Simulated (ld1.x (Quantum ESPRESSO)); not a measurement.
The numbers below are computed, except where a source is named.
# Potentials for Si (Z = 14) compared

Generated with ld1.x 7.5 (TM, RRKJ, ultrasoft, PAW), atompaw 4.2 or ONCVPSP 4.0.1. The cutoff is in Ry: for ld1.x and atompaw files where the sum of valence levels is converged to 10 mRy in a Bessel basis, for ONCV files where the hardest occupied wave has 1 mHa per electron of residual kinetic energy. The error is the largest all-electron minus pseudo excitation energy over each file’s own four to seven test configurations (ionisations up to +4, promotions, holes and added fractions of an electron), all of which were solved. The labels leave out finer settings (local radius, basis sizes, second energies), which also bear on the numbers. Spin-polarised tests are not counted. The rows are a selection from randomly drawn settings: files with unsolved tests, undetermined cutoffs or missed reference levels are left out.

| potential | cutoff (Ry) | largest error (meV) | bound ghosts |
| --- | --- | --- | --- |
| RRKJ, PBE, scalar-relativistic, rc 1.50/1.55 (sp), local smoothed, core correction yes, reference 3s2 3p1.5 | 15 | +14 | none |
| ultrasoft, PBE, non-relativistic, rc 1.70/2.50 (sp), local smoothed, core correction no, reference 3s2 3p1 | 10 | +38 | none |
| TM, PBE, non-relativistic, rc 1.80/2.35/2.40 (spd), local d, core correction no, reference 3s2 3p2 | 15 | +92 | none |
| PAW, PBE, scalar-relativistic, rc 1.85/1.95/1.75 (spd), local smoothed, core correction yes, reference 3s1 3p3 | 8 | -5.6 | none |

Q: Fill in the row for Si: TM, PBE, non-relativistic, rc 1.62/2.52/2.72 (spd), local smoothed, core correction yes, reference 3s2 3p2.

A: cutoff 15 Ry, largest error +28 meV, bound ghosts: none.

Q: Fill in the row for Si: RRKJ, LDA (PZ), scalar-relativistic, rc 1.70/1.60/1.85 (spd), local d, core correction yes, reference 3s2 3p1.5.

A: cutoff 18 Ry, largest error +13 meV, bound ghosts: none.

Q: Fill in the row for Si: TM, PBE, scalar-relativistic, rc 1.40/1.85/1.80 (spd), local p, core correction yes, reference 3s2 3p2.

A: cutoff 30 Ry, largest error +39 meV, bound ghosts: none.
